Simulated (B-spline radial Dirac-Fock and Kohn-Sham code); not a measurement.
Ionisation energies of copper ions, computed and tabulated

These are calculated numbers from a B-spline atomic structure program; the model is relaxed Dirac-Fock hole states (ΔSCF) with Breit and QED corrections and a finite nucleus. Each value is the difference of the configuration-average energies of two neighbouring ions in their tabulated ground configurations. No correlation. NIST's values refer to the lowest levels; many for high charge states are themselves semi-empirical or theoretical. Where a p, d or f shell is open in either ion the computed value averages over both j values and all terms, while the table refers to the lowest levels; that difference holds spin-orbit splitting (largest in heavy or highly charged ions), term energies where several electrons share open shells, and correlation, and it can reach 10 % or more.

```
  ion  configuration  computed (eV)         NIST (eV)            kind  NIST − computed (eV)
Cu²⁰⁺   [He] 2s2 2p5         1808.8          1800 ± 3  semi-empirical                 -8.76
Cu²¹⁺   [He] 2s2 2p4         1925.7          1918 ± 4  semi-empirical                 -7.67
Cu²²⁺   [He] 2s2 2p3         2045.5          2044 ± 6  semi-empirical                 -1.47
Cu²³⁺   [He] 2s2 2p2         2168.2      2179.4 ± 1.5  semi-empirical                +11.23
Cu²⁴⁺   [He] 2s2 2p1         2293.8        2307.3 ± 1  semi-empirical                +13.54
Cu²⁵⁺       [He] 2s2         2471.9      2479.1 ± 2.2  semi-empirical                 +7.19
Cu²⁶⁺       [He] 2s1         2586.8  2586.954 ± 0.007     theoretical                 +0.16
Cu²⁷⁺            1s2        11060.9          11062.43     theoretical                 +1.55
Cu²⁸⁺            1s1        11567.7          11567.62     theoretical                 -0.09
```

Question: Where in this range is the largest relative jump, and why?

Answer: From Cu²⁶⁺ (2586.8 eV) to Cu²⁷⁺ (11060.9 eV), a factor of 4.28. The configuration goes from [He] 2s1 to 1s2, so the next electron comes out of a deeper subshell.
